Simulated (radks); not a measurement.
Values are calculated unless marked as measured or tabulated.
Problem. Coherent X-ray form factor from a spherical all-electron density. Code: a radial shooting solver on a logarithmic mesh with Libxc functionals. Model: Dirac Kohn-Sham, LDA (Slater exchange, Perdew-Wang correlation), spin-unpolarised, spherical densities, point nucleus.

sin(theta)/lambda (1/angstrom),f0 (electrons)
0.05,54.437
0.1,51.211
0.15,47.856
0.2,44.594
0.25,41.479
0.3,38.625
0.4,33.823
0.5,29.937
0.6,26.646
0.8,21.561
1,18.231
1.25,15.448
1.5,13.154
2,9.214

The species is in the configuration that NIST lists as its ground one. Which atom or ion scatters so?

Solution. Neutral barium, [Xe] 6s2. Extrapolating in s^2 from the first two rows gives f0(0) = 55.5, near the electron count 56; among species with that count, the fall with angle is slower the higher Z, and the table is that of Z = 56; from so few rows the species is fixed only to a neighbour or two.
